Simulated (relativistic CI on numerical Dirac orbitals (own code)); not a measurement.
## Os7+: resonant inelastic scattering at the L2,3 edge

Computed with this model: Dirac-Coulomb-Breit CI, orbitals from a KLI potential per configuration, QED by a radiative potential, valence Slater integrals scaled by 0.8, Kramers-Heisenberg scattering through one core-hole configuration in a parametric crystal field; configurations [Xe] 4f14 5d → [He] 2s2 2p5 3s2 3p6 3d10 4s2 4p6 4d10 4f14 5s2 5p6 5d2; 300 K; core-hole width 5 eV; summed over polarisations. Incident energies are the highest absorption maxima for each field (at most a few, so the weaker spin-orbit partner edge can be absent), on the computed scale of the free ion. Intensities are in per cent of the strongest line above 0.02 eV; levels within 1 cm⁻¹ are merged; final levels count from the ground level, the first row holds all elastic scattering, lines under 0.4 are left out and each table stops after 24 rows. The scale of the Slater integrals is a model choice and moves the terms in proportion.

Field parameters in Wybourne normalisation: D3d B²₀ = −7Dσ, B⁴₀ = −14Dq − 21Dτ, B⁴₃ = −14√(10/7) Dq; Oh B⁴₀ = 21Dq, B⁴₄ = √(5/14) B⁴₀. The field is a parameter set, without covalency, and values of 10Dq over about 45,000 cm⁻¹ lie beyond real compounds.

S is read from ⟨S²⟩ = S(S + 1).

D3d, 10Dq = 62350, Dσ = -510, Dτ = 60 cm⁻¹:

| Final level (eV) | Degeneracy | Irrep | S | 10879.8 eV | 10887 eV | 12393.7 eV |
| --- | --- | --- | --- | --- | --- | --- |
| 0.000 | 2 | Γ5+Γ6 | 0.50 | 1319.5 | 1588.7 | 299.7 |
| 0.113 | 2 | Γ4 | 0.50 | 24.2 | 16.2 | 94.6 |
| 1.092 | 2 | Γ4 | 0.50 | 100.0 | 26.6 | 4.7 |

Oh, 10Dq = 48900 cm⁻¹:

| Final level (eV) | Degeneracy | Irrep | S | 10880.7 eV | 10885.9 eV | 12394.4 eV |
| --- | --- | --- | --- | --- | --- | --- |
| 0.000 | 4 | Γ8 | 0.50 | 1079.0 | 1410.8 | 318.5 |
| 1.049 | 2 | Γ7 | 0.50 | 72.6 | 26.9 | 3.8 |
| 6.569 | 4 | Γ8 | 0.50 | 17.3 | 100.0 | 7.2 |

For the first field the strongest loss at the lowest incident energy is the level at 1.09 eV (S = 0.50, against 0.50 in the thermal ground state).
